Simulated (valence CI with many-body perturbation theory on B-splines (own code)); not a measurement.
Sr16+: one-electron terms

Computed by valence CI with perturbative core correlation (CI+MBPT): four valence electrons over a frozen Dirac-Fock core [Ar], a basis of 7 s, 7 p, 8 d, 6 f, 4 g, 1 h functions for each j, with the one-electron correlation potential Σ1, the two-electron term Σ2, the three-electron term Σ3, Breit, model QED; selected CI, second order for the rest, scaled by the run's own slope (own B-spline code, finite nucleus).

No measured levels were compared; by estimate terms of the open shell hold to 2 to 4 % of their energy, and close levels can change places. Only levels of the ground parity were solved; by the run's estimate the other parity begins above the list, which can be wrong where configurations are misplaced.

These are the spectroscopic orbitals of the CI (the correlating ones are not listed), shaped by the core and the other valence electrons. h is the expectation value of the core's Dirac-Fock operator, without the valence repulsion; Σ1 is computed up to l = 3 at one energy for each symmetry, that of its lowest orbital but kept below the first core excitation, so for empty shells it is not the orbital's own correlation shift; Breit and QED include the response of the core.

```csv
Orbital,h (hartree),Σ1 (cm⁻¹),Breit (cm⁻¹),QED (cm⁻¹),⟨r⟩ (bohr)
4s1/2,-16.969,-6756,788,564,0.9675
5s1/2,-10.074,-2391,368,265,1.633
6s1/2,-6.6808,-1156,197,143,2.479
4p1/2,-15.939,-7446,1206,-49.8,0.9885
5p1/2,-9.5848,-2723,583,-23.5,1.677
6p1/2,-6.4113,-1338,321,-12.8,2.547
4p3/2,-15.774,-7262,758,2.4,1.000
5p3/2,-9.5081,-2687,367,1.5,1.691
6p3/2,-6.3694,-1327,207,0.9,2.564
3d3/2,-28.346,-21254,1439,-230,0.4208
4d3/2,-14.203,-7076,449,-51.2,1.013
5d3/2,-8.7777,-2868,222,-23.8,1.752
3d5/2,-28.244,-20923,412,-168,0.4231
4d5/2,-14.171,-7014,172,-34.8,1.016
5d5/2,-8.7625,-2841,85.8,-16.0,1.755
4f5/2,-12.767,-10866,-15.8,-19.7,0.9795
5f5/2,-8.1376,-5001,-8.7,-10.9,1.754
4f7/2,-12.76,-10508,-79.8,-15.4,0.9803
5f7/2,-8.1335,-4816,-42.3,-8.5,1.755
5g7/2,-7.848,,-1.1,-1.3,1.607
5g9/2,-7.8465,,-4.3,-0.3,1.607
```

Among the shells of the start configuration 3d4, Σ1 is largest in size for 3d3/2, where it is 0.34 % of h.

Lowest root of each symmetry, sizes in configuration state functions:

```csv
J,Parity,Roots,Reference,Variational,Second order,Change by selected CI (cm⁻¹),Change by second order (cm⁻¹)
0,even,5,37,4345,19544,-7381,-2
1,even,4,93,10892,31720,-7173,-2
2,even,8,133,16051,44418,-7056,-2
3,even,6,136,17086,85578,-7050,-3
4,even,7,121,16702,40650,-7146,-2
5,even,2,88,13052,43571,-9185,-7
6,even,2,56,10174,1782,-9172,-3
```
